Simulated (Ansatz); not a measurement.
Reaction (redistribution): `C[S][Mg][SH]` + `[SiH3][O][Al]([Cl])[Cl]` → `[SiH3][O][Mg][SH]` + `C[S][Al]([Cl])[Cl]`

Calculated with Ansatz (gas phase, PBE0-D4/def2-TZVP geometries, no zero-point term in ΔE). CCSD(T)/CBS is the MP2 limit (def2-TZVPP, def2-QZVPP) plus CCSD(T) − MP2 in def2-TZVPP, frozen cores. DFT in def2-TZVPP. For Mg outer-core shells are correlated without core-valence functions, which leaves a few kJ/mol of doubt a bond. Each species was taken in one conformer, which may not be the lowest.

```tsv
level	ΔE (kcal/mol)	difference from CCSD(T)/CBS
r2SCAN-D4	1.6	0.6
PBE0-D4	1.8	0.8
ωB97X-V	2.2	1.2
B2PLYP	2.7	1.7
PBE	1.3	0.3
HF/def2-TZVPP	6.2	5.2
SCS-MP2/def2-TZVPP	2.2	1.2
MP2/def2-QZVPP	0.7	-0.3
MP2/CBS(def2)	0.2	-0.8
CCSD/CBS(def2)	1.6	0.6
CCSD(T)/CBS	1.0	0
```

Largest T1 diagnostic among the species: 0.010.

From PBE to PBE0 (25 % exact exchange), in def2-TZVPP and without D4, ΔE moves by +0.9 kcal/mol. The D4 term adds −0.8 kcal/mol with B3LYP and −0.4 kcal/mol with PBE0; it sums over pairs of atoms, weighted by their polarisabilities, and B3LYP, whose exchange is more repulsive, gets the larger term. In def2-TZVPP, CCSD(T) changes the Hartree–Fock value by −3.9 kcal/mol (the triples alone add −0.6 kcal/mol) and MP2 by −4.6 kcal/mol.

B3LYP here is the variant with VWN-RPA as its local correlation; programs differ in this.
